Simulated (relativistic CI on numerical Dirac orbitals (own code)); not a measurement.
# Hyperfine structure of As15+, mass number 75

Calculated at this level of theory: Dirac-Coulomb-Breit CI, orbitals from a KLI potential per configuration, QED by a radiative potential, unscaled Slater integrals (own radial code, finite nucleus).

CI space (outside the closed core [Ne]): 3s2 3p6, 3s2 3p5 3d, 3s 3p6 3d, 3s2 3p5 4s, 3s2 3p5 4p, 3s2 3p5 4d, 3s 3p6 4s, 3s2 3p5 4f, 3s 3p6 4p, 3p6 3d2, 3p5 3d3, 3p5 3d2 4s, 3p5 3d2 4p, 3p5 3d2 4d. Double excitations out of closed p, d and f shells are left out; levels of such configurations are missing from the list, as are those of other unlisted configurations, and high levels can miss mixing partners. These lack a partner that the ground configuration has and come out too high: 3s2 3p5 4f.

Nuclear spin I = 3/2, μ = 1.4383 μN, Q = 0.311 b (tables of Stone and Pyykkö). The electronic factors are computed for point nuclear moments, without core polarisation or the Bohr-Weisskopf and QED corrections.

| Level | E (cm⁻¹) | A (MHz) | B (MHz) |
| --- | --- | --- | --- |
| 3s2 3p5 3d 3P°_1 | 625479 | 1385 | 540 |
| 3s2 3p5 3d 3P°_2 | 643197 | 37.52 | 852 |
| 3s2 3p5 3d 3F°_4 | 653271 | 4886 | -4800 |
| 3s2 3p5 3d 3F°_3 | 658101 | 7498 | -5190 |
| 3s2 3p5 3d 3F°_2 | 672204 | 10040 | -3390 |
| 3s2 3p5 3d 3D°_3 | 702442 | 4321 | 2180 |
| 3s2 3p5 3d 3D°_1 | 721417 | -314.9 | 1870 |
| 3s2 3p5 3d 3D°_2 | 737640 | -3083 | 3670 |

Levels with J = 0, under 50 % of one LS term, or S terms without an open s electron are left out. Small factors come from cancelling terms and can be off by tens of per cent or more.

At this charge energies of transitions that change n are usually good to better than 1 %, and those within a shell (Δn = 0) to a few per cent.

Question: Give the hyperfine levels of 3s2 3p5 3d 3F°_4 relative to its centre of gravity.

Answer: With K = F(F + 1) − I(I + 1) − J(J + 1), E = AK/2 + B[¾K(K + 1) − I(I + 1)J(J + 1)]/[2I(2I − 1)J(2J − 1)]: F = 5/2: -39000, F = 7/2: -18600, F = 9/2: 4544, F = 11/2: 28110 MHz.

LS names give the leading component of a level, which can be under half, so a name can repeat, a term be missing and a line seem to break the LS rules.
